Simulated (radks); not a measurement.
Values are calculated unless marked as measured or tabulated.
Hf3+, configuration [Xe] 4f14 5d1. Code: a radial shooting solver on a logarithmic mesh with Libxc functionals. Model: Dirac Kohn-Sham, PBE, spin-unpolarised, spherical densities, finite nucleus; open shells fill j = l - 1/2 first; Fermi nuclear charge, rms radius 5.347 fm.

Normalised radial functions P(r) = r R(r) (large component), r in bohr:

r           5p1/2    5d5/2    6s1/2
0.001088   0.0057   0.0000   0.0247
0.001703   0.0095   0.0000   0.0343
0.002687   0.0163   0.0000   0.0465
0.004205   0.0285   0.0002   0.0595
0.006581   0.0508   0.0006   0.0696
0.0103     0.0893   0.0020   0.0682
0.01612    0.1489   0.0065   0.0425
0.02544    0.2207   0.0201  -0.0182
0.03982    0.2481   0.0543  -0.0916
0.06232    0.1257   0.1224  -0.1004
0.09754   -0.1810   0.2040   0.0302
0.1527    -0.3511   0.1877   0.1600
0.2389     0.0749  -0.0542  -0.0143
0.377      0.5324  -0.3253  -0.2310
0.5901    -0.0830  -0.1433   0.0965
0.9236    -0.9505   0.4077   0.3692
1.446     -0.8573   0.7637  -0.1170
2.263     -0.2905   0.6361  -0.6820
3.57      -0.0305   0.2581  -0.5067
5.587     -0.0006   0.0374  -0.1033
8.745     0.0000   0.0011  -0.0038

5p1/2: eigenvalue -68.069 eV, 3 radial nodes at r = 0.0765, 0.227, 0.569 bohr, <r> = 1.25 bohr, 90 % of the charge inside 1.83 bohr. 5d5/2 (empty): eigenvalue -26.755 eV, 2 radial nodes at r = 0.222, 0.671 bohr, <r> = 1.96 bohr, 90 % of the charge inside 2.99 bohr. 6s1/2 (empty): eigenvalue -25.892 eV, 5 radial nodes at r = 0.0227, 0.0904, 0.234, 0.540, 1.34 bohr, <r> = 2.78 bohr, 90 % of the charge inside 3.96 bohr.
